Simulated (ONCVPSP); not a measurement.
## carbon, ONCV: configuration errors across variants

```json
{"Element": "carbon (C)", "Generator": "ONCVPSP 4.0.1", "Type": "optimised norm-conserving Vanderbilt (ONCV)", "Functional": "PBE", "Relativity": "scalar-relativistic", "Frozen core": "[He]", "Valence charge": "4", "Reference configuration": "2s2 2p1 (charge +1)", "Partial waves": "2s: rc 1.00 bohr, ncon 4, nbas 7, qcut 5.2 1/bohr, 3 projectors, debl 2.8 Ha; 2p: rc 2.35 bohr, ncon 3, nbas 8, qcut 5.6 1/bohr, 3 projectors, debl 0.4 Ha", "Local potential": "polynomial inside 1.00 bohr (lpopt 3, dvloc0 1 Ha)", "Core correction": "none"}
```

In the p channel the program set the typed energies aside and used -0.625, 0.250, 0.650 Ha.

All-electron excitation energies from the reference (eV): (1) 2s2 2p2 -10.861; (2) 2s2 2p0 24.156; (3) 2s1 2p0 72.350; (4) 2s1 2p3 -2.383.

A true bound ghost makes a file unfit for plane-wave use even where its test errors are small: the radial tests pick states by their node count and pass the ghost by.

Errors AE − PS in meV (a dash: test not solved or not reliable):

```json
{"change": "base", "(1)": "+85", "(2)": "+283", "(3)": "+721", "(4)": "+188", "bound ghosts": "s", "GHOST(+) flags above zero": "s"}
{"change": "p: qcut 3.3", "(1)": "+247", "(2)": "+656", "(3)": "+1565", "(4)": "+514", "bound ghosts": "s, p", "GHOST(+) flags above zero": "s"}
{"change": "p: qcut 3.8", "(1)": "+189", "(2)": "+531", "(3)": "+1287", "(4)": "+397", "bound ghosts": "s, p", "GHOST(+) flags above zero": "s, p"}
{"change": "p: qcut 4.4", "(1)": "+140", "(2)": "+419", "(3)": "+1031", "(4)": "+299", "bound ghosts": "s", "GHOST(+) flags above zero": "s, p"}
{"change": "p: qcut 5.2", "(1)": "+99", "(2)": "+318", "(3)": "+803", "(4)": "+216", "bound ghosts": "s", "GHOST(+) flags above zero": "s"}
{"change": "p: qcut 6.3", "(1)": "+65", "(2)": "+230", "(3)": "+601", "(4)": "+148", "bound ghosts": "s", "GHOST(+) flags above zero": "s"}
{"change": "p: qcut 6.7", "(1)": "+57", "(2)": "+208", "(3)": "+550", "(4)": "+131", "bound ghosts": "s", "GHOST(+) flags above zero": "s"}
{"change": "p: qcut 7.2", "(1)": "+48", "(2)": "+184", "(3)": "+495", "(4)": "+114", "bound ghosts": "s", "GHOST(+) flags above zero": "s"}
{"change": "p: qcut 8.3", "(1)": "+41", "(2)": "+161", "(3)": "+441", "(4)": "+98", "bound ghosts": "s", "GHOST(+) flags above zero": "s"}
```

Task: Give the same row for: p: qcut 7.9.

Result: +42, +165, +449, +101; bound ghosts: s; GHOST(+) flags above zero: s.
